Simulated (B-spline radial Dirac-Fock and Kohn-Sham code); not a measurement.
# Isotope-shift constants of the inner levels of Sb

System: the Sb atom, 1s2 2s2 2p6 3s2 3p6 3d10 4s2 4p6 4d10 5s2 5p3.

These are calculated numbers from an atomic code on a B-spline grid; the model is first-order field-shift and mass-shift constants from Dirac-Fock ground and hole states with a Fermi nucleus; the mass shift has no relativistic recoil terms. A binding energy shifts by δE = F·δ⟨r²⟩ + (K_N + K_S)·δ(1/M); F is taken for a change of radius at fixed skin thickness and so holds the higher radial moments.

```
     level  F (meV/fm²)
    K (1s)       -88.67
   L1 (2s)       -10.36
L2 (2p1/2)       0.4027
L3 (2p3/2)       0.6129
   M1 (3s)       -2.022
M2 (3p1/2)       0.1116
M3 (3p3/2)       0.1582
M4 (3d3/2)       0.1410
M5 (3d5/2)       0.1380
```

The mass shift is not given and not included below: at this Z its relativistic corrections are large. It matters little for K lines but can be comparable with the field shift of L lines.

Field shifts alone in meV from A = 121 (mass 120.9038 u, rms radius 4.6802 fm); radii from Angeli and Marinova (2013).

| A | mass (u) | radius (fm) | Kα1 | Kα2 | Kβ1 | Lα1 |
| --- | --- | --- | --- | --- | --- | --- |
| 123 | 122.9042 | 4.6879 | ? | ? | ? | ? |

Question: What are the shifts for A = 123?

Answer: Kα1 -6.4 meV; Kα2 -6.4 meV; Kβ1 -6.4 meV; Lα1 0.0 meV.
